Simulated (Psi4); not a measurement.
lithium atom (Li), doublet; CAM-B3LYP/3-21G run with Psi4.

Psi4 was given this input:
```
memory 2 GB

molecule {
0 2
  Li    0.00000000    0.00000000    0.00000000
}

set basis 3-21g
set reference uks

energy('cam-b3lyp')
print_variables()
```

Question: What does Psi4 print? Leave out banner, timings and long lists.

Answer: 
```
   => Loading Basis Set <=

    Name: 3-21G
    Role: ORBITAL
    Keyword: BASIS

         ---------------------------------------------------------
                                   SCF
               by Justin Turney, Rob Parrish, Andy Simmonett
                          and Daniel G. A. Smith
                              UKS Reference
         ---------------------------------------------------------

  ==> Geometry <==

    Molecular point group: d2h
    Geometry (in Angstrom), charge = 0, multiplicity = 2:

       Center              X                  Y                   Z               Mass
    ------------   -----------------  -----------------  -----------------  -----------------
         LI           0.000000000000     0.000000000000     0.000000000000     7.016003436600

  Running in d2h symmetry.

  Rotational constants: A = ************  B = ************  C = ************ [cm^-1]
  Rotational constants: A = ************  B = ************  C = ************ [MHz]
  Nuclear repulsion =    0.000000000000000

  Charge       = 0
  Multiplicity = 2
  Electrons    = 3
  Nalpha       = 2
  Nbeta        = 1

  ==> Algorithm <==

  SCF Algorithm Type is DF.
  DIIS enabled.
  MOM disabled.
  Fractional occupation disabled.
  Guess Type is CORE.
  Energy threshold   = 1.00e-06
  Density threshold  = 1.00e-06
  Integral threshold = 1.00e-12

  ==> Primary Basis <==

  Basis Set: 3-21G
    Blend: 3-21G
    Number of shells: 5
    Number of basis functions: 9
    Number of Cartesian functions: 9
    Spherical Harmonics?: false
    Max angular momentum: 1

  ==> DFT Potential <==

   => LibXC <=

    Version 7.1.2
    S. Lehtola, C. Steigemann, M. J. T. Oliveira, and M. A. L. Marques,  SoftwareX 7, 1–5 (2018) (10.1016/j.softx.2017.11.002)

   => Composite Functional: CAM-B3LYP <=

    CAM-B3LYP Hyb-GGA Exchange-Correlation Functional

    T. Yanai, D. P. Tew, and N. C. Handy,  Chem. Phys. Lett. 393, 51 (2004) (10.1016/j.cplett.2004.06.011)

    Deriv               =              1
    GGA                 =           TRUE
    Meta                =          FALSE

    Exchange Hybrid     =           TRUE
    MP2 Hybrid          =          FALSE

   => Exchange Functionals <=

    0.3500         Becke 88 [omega = 0.3300]
    0.4600   Short-range recipe for B88 functional - erf [omega = 0.3300]

   => Exact (HF) Exchange <=

    0.4600            HF,LR [omega = 0.3300]
    0.1900               HF

   => Correlation Functionals <=

    0.1900   Vosko, Wilk & Nusair (VWN5)
    0.8100   Lee, Yang & Parr

   => LibXC Density Thresholds  <==

    XC_HYB_GGA_XC_CAM_B3LYP:  1.00E-14

   => Molecular Quadrature <=

    Radial Scheme          =       TREUTLER
    Pruning Scheme         =           NONE
    Nuclear Scheme         =       TREUTLER

    Blocking Scheme        =         OCTREE
    BS radius alpha        =              1
    Pruning alpha          =              1
    Radial Points          =             75
    Spherical Points       =            302
    Total Points           =          21738
    Total Blocks           =            248
    Max Points             =            245
    Max Functions          =              9
    Weights Tolerance      =       1.00E-15

   => Loading Basis Set <=

    Name: (3-21G AUX)
    Role: JKFIT
    Keyword: DF_BASIS_SCF

  ==> Integral Setup <==

  SCF_SUBTYPE=INCORE selected. In-core MEM_DF algorithm will be used.
  Using in-core AOs.

  ==> MemDFJK: Density-Fitted J/K Matrices <==

    J tasked:                   Yes
    K tasked:                   Yes
    wK tasked:                  Yes
    Omega:                3.300E-01
    Algorithm:                 Core
    Schwarz Cutoff:           1E-12
    Mask sparsity (%):       0.0000
    Fitting Condition:        1E-10

   => Auxiliary Basis Set <=

  Basis Set: (3-21G AUX)
    Blend: DEF2-UNIVERSAL-JKFIT
    Number of shells: 17
    Number of basis functions: 60
    Number of Cartesian functions: 60
    Spherical Harmonics?: false
[...]
     B2g        0       0       0       0       0       0
     B3g        0       0       0       0       0       0
     Au         0       0       0       0       0       0
     B1u        2       2       0       0       0       0
     B2u        2       2       0       0       0       0
     B3u        2       2       0       0       0       0
   -------------------------------------------------------
    Total       9       9       2       1       1       1
   -------------------------------------------------------

  ==> Iterations <==

                           Total Energy        Delta E     RMS |[F,P]|

   @DF-UKS iter   1:    -7.36219165116173   -7.36219e+00   3.46183e-02 DIIS/ADIIS
   @DF-UKS iter   2:    -7.41188660530822   -4.96950e-02   7.28220e-03 DIIS/ADIIS
   @DF-UKS iter   3:    -7.41687408316842   -4.98748e-03   1.85996e-03 DIIS/ADIIS
   @DF-UKS iter   4:    -7.41721652683895   -3.42444e-04   4.32098e-05 DIIS
   @DF-UKS iter   5:    -7.41721669981141   -1.72972e-07   1.53174e-06 DIIS
   @DF-UKS iter   6:    -7.41721669993947   -1.28052e-10   1.26285e-08 DIIS
  Energy and wave function converged.

  ==> Post-Iterations <==

   Electrons on quadrature grid:
      Nalpha   =    2.0000000000 ; deviation = -2.998e-14
      Nbeta    =    1.0000000000 ; deviation = -2.998e-14
      Ntotal   =    3.0000000000 ; deviation = -5.995e-14

   @Spin Contamination Metric:   3.101480546E-06
   @S^2 Expected:                7.500000000E-01
   @S^2 Observed:                7.500031015E-01
   @S   Expected:                5.000000000E-01
   @S   Observed:                5.000000000E-01

    Orbital Energies [Eh]
    ---------------------

    Alpha Occupied:

[...]
    Alpha Virtual:

[...]
       2B1u    0.140449

    Beta Occupied:

       1Ag    -2.069026

    Beta Virtual:

[...]
    Final Occupation by Irrep:
             Ag   B1g   B2g   B3g    Au   B1u   B2u   B3u
    DOCC [     1,    0,    0,    0,    0,    0,    0,    0 ]
    SOCC [     1,    0,    0,    0,    0,    0,    0,    0 ]
    NA   [     2,    0,    0,    0,    0,    0,    0,    0 ]
    NB   [     1,    0,    0,    0,    0,    0,    0,    0 ]

  @DF-UKS Final Energy:    -7.41721669993947

   => Energetics <=

    Nuclear Repulsion Energy =              0.0000000000000000
    One-Electron Energy =                  -9.6682835512311769
    Two-Electron Energy =                   3.5136798053618050
    DFT Exchange-Correlation Energy =      -1.2626129540700930
    Empirical Dispersion Energy =           0.0000000000000000
    VV10 Nonlocal Energy =                  0.0000000000000000
    Total Energy =                         -7.4172166999394644

  UHF NO Occupations:
  HONO-1 :    1 Ag 1.9999984
  HONO-0 :    2 Ag 1.0000000
  LUNO+0 :    3 Ag 0.0000016
  LUNO+1 :    2B3u 0.0000000
  LUNO+2 :    1B3u 0.0000000
  LUNO+3 :    2B2u 0.0000000

Computation Completed

Properties will be evaluated at   0.000000,   0.000000,   0.000000 [a0]

Properties computed using the SCF density matrix

 Multipole Moments:

 ------------------------------------------------------------------------------------
     Multipole            Electronic (a.u.)      Nuclear  (a.u.)        Total (a.u.)
 ------------------------------------------------------------------------------------

 L = 1.  Multiply by 2.5417464519 to convert [e a0] to [Debye]
 Dipole X            :          0.0000000            0.0000000            0.0000000
 Dipole Y            :          0.0000000            0.0000000            0.0000000
 Dipole Z            :          0.0000000            0.0000000            0.0000000
 Magnitude           :                                                    0.0000000

 ------------------------------------------------------------------------------------

  Variable Map:
  ----------------------------------------------------------------------------
[...]
  Array Variable Map:
  ----------------------------------------------------------------------------
[...]
[...]
```
